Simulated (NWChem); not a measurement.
All runs are NWChem calculations. System: In, charge 1, spin multiplicity 1. Level: B3LYP/def2-TZVP with def2 effective core potentials on In, VWN1-RPA local correlation.

Output (cleaned and shortened):

```
             Northwest Computational Chemistry Package (NWChem) 7.3.0
             --------------------------------------------------------

                                NWChem Input Module
                                -------------------

 Scaling coordinates for geometry "geometry" by  1.889725989
 (inverse scale =  0.529177249)

                             Geometry "geometry" -> ""
                             -------------------------

 Output coordinates in angstroms (scale by  1.889725989 to convert to a.u.)

  No.       Tag          Charge          X              Y              Z
 ---- ---------------- ---------- -------------- -------------- --------------
    1 In                  49.0000     0.00000000     0.00000000     0.00000000

 Effective nuclear repulsion energy (a.u.)       0.0000000000

            Nuclear Dipole moment (a.u.)
            ----------------------------
        X                 Y               Z
 ---------------- ---------------- ----------------
     0.0000000000     0.0000000000     0.0000000000

      Symmetry information
      --------------------

 Group name             D2h
 Group number             26
 Group order               8
 No. of unique centers     1

      Symmetry unique atoms

     1


 Summary of "ao basis" -> "" (spherical)
 ------------------------------------------------------------------------------
       Tag                 Description            Shells   Functions and Types
 ---------------- ------------------------------  ------  ---------------------
 *                         def2-tzvp                  on all atoms

                                 NWChem DFT Module
                                 -----------------

 Summary of "ao basis" -> "ao basis" (spherical)
 ------------------------------------------------------------------------------
       Tag                 Description            Shells   Functions and Types
 ---------------- ------------------------------  ------  ---------------------
 In                        def2-tzvp                16       50   6s5p3d2f

 Summary of "ao basis" -> "ao basis" (spherical)
 ------------------------------------------------------------------------------
       Tag                 Description            Shells   Functions and Types
 ---------------- ------------------------------  ------  ---------------------
 In                        def2-tzvp                16       50   6s5p3d2f

      Symmetry analysis of basis
[...]
 !! scf_movecs_sym_adapt:   34 vectors were symmetry contaminated

  Symmetry fudging

 !! scf_movecs_sym_adapt:   32 vectors were symmetry contaminated

 d= 0,ls=0.0,diis     3   -189.9792668619 -1.05D-01  3.35D-04  5.48D-05     0.5

 !! scf_movecs_sym_adapt:   32 vectors were symmetry contaminated

  Symmetry fudging

 !! scf_movecs_sym_adapt:   30 vectors were symmetry contaminated

 d= 0,ls=0.0,diis     4   -189.9792702913 -3.43D-06  8.52D-05  7.92D-06     0.6

 !! scf_movecs_sym_adapt:   32 vectors were symmetry contaminated

  Symmetry fudging

 !! scf_movecs_sym_adapt:   30 vectors were symmetry contaminated

 d= 0,ls=0.0,diis     5   -189.9792708692 -5.78D-07  8.77D-07  1.47D-09     0.6

         Total DFT energy =     -189.979270869215
      One electron energy =     -329.135441033847
           Coulomb energy =      155.711515649770
    Exchange-Corr. energy =      -16.555345485139
 Nuclear repulsion energy =        0.000000000000

 Numeric. integr. density =       20.000000000000

     Total iterative time =      0.3s

                  Occupations of the irreducible representations
                  ----------------------------------------------

                     irrep           alpha         beta
                     --------     --------     --------
                     ag                4.0          4.0
                     au                0.0          0.0
                     b1g               1.0          1.0
                     b1u               1.0          1.0
                     b2g               1.0          1.0
                     b2u               1.0          1.0
                     b3g               1.0          1.0
                     b3u               1.0          1.0

                       DFT Final Molecular Orbital Analysis
                       ------------------------------------

 Vector    8  Occ=2.000000D+00  E=-1.026256D+00  Symmetry=b3g
              MO Center=  4.5D-29,  2.8D-28, -1.4D-28, r^2= 4.6D-01
   Bfn.  Coefficient  Atom+Function         Bfn.  Coefficient  Atom+Function
  ----- ------------  ---------------      ----- ------------  ---------------
    23      0.896021  1 In d -1              28      0.180038  1 In d -1

 Vector    9  Occ=2.000000D+00  E=-1.026256D+00  Symmetry=b2g
              MO Center= -1.2D-27, -2.0D-28,  7.3D-28, r^2= 4.6D-01
   Bfn.  Coefficient  Atom+Function         Bfn.  Coefficient  Atom+Function
  ----- ------------  ---------------      ----- ------------  ---------------
    25      0.896021  1 In d  1              30      0.180038  1 In d  1

 Vector   10  Occ=2.000000D+00  E=-5.805180D-01  Symmetry=ag
              MO Center=  1.4D-18,  6.1D-18, -2.2D-18, r^2= 2.0D+00
   Bfn.  Coefficient  Atom+Function         Bfn.  Coefficient  Atom+Function
  ----- ------------  ---------------      ----- ------------  ---------------
     5      0.922731  1 In s                  2      0.807671  1 In s
     1     -0.595251  1 In s                  3     -0.495962  1 In s
     4     -0.310894  1 In s                  6      0.300094  1 In s

 Vector   11  Occ=0.000000D+00  E=-2.933678D-01  Symmetry=b1u
              MO Center= -1.1D-17,  6.9D-18, -1.4D-15, r^2= 3.5D+00
   Bfn.  Coefficient  Atom+Function         Bfn.  Coefficient  Atom+Function
  ----- ------------  ---------------      ----- ------------  ---------------
    18      0.611649  1 In pz                15      0.410092  1 In pz
    12     -0.351620  1 In pz                21      0.133739  1 In pz
     9     -0.054776  1 In pz

 Vector   12  Occ=0.000000D+00  E=-2.933678D-01  Symmetry=b3u
              MO Center=  4.7D-19,  1.4D-26, -5.9D-27, r^2= 3.5D+00
   Bfn.  Coefficient  Atom+Function         Bfn.  Coefficient  Atom+Function
  ----- ------------  ---------------      ----- ------------  ---------------
    16      0.611649  1 In px                13      0.410092  1 In px
    10     -0.351620  1 In px                19      0.133740  1 In px
     7     -0.054776  1 In px

 Vector   13  Occ=0.000000D+00  E=-2.933678D-01  Symmetry=b2u
              MO Center= -8.1D-27,  8.1D-20, -2.2D-27, r^2= 3.5D+00
   Bfn.  Coefficient  Atom+Function         Bfn.  Coefficient  Atom+Function
  ----- ------------  ---------------      ----- ------------  ---------------
    17      0.611649  1 In py                14      0.410092  1 In py
    11     -0.351620  1 In py                20      0.133740  1 In py
     8     -0.054776  1 In py

 Task  times  cpu:        0.6s     wall:        0.6s

 Total times  cpu:        0.6s     wall:        0.6s
```

Question: Write an NWChem input that would produce this output.

Answer: This is not unique; one that fits is 
```
start mol
memory heap 200 mb stack 900 mb global 1100 mb
charge 1
geometry units angstroms nocenter noautoz
  In     0.000000     0.000000     0.000000
  symmetry group D2h
end
basis spherical
  * library def2-tzvp
end
ecp
  In library def2-ecp
end
dft
  xc b3lyp
  semidirect memsize 60000000 filesize 0
  iterations 100
end
task dft energy
```
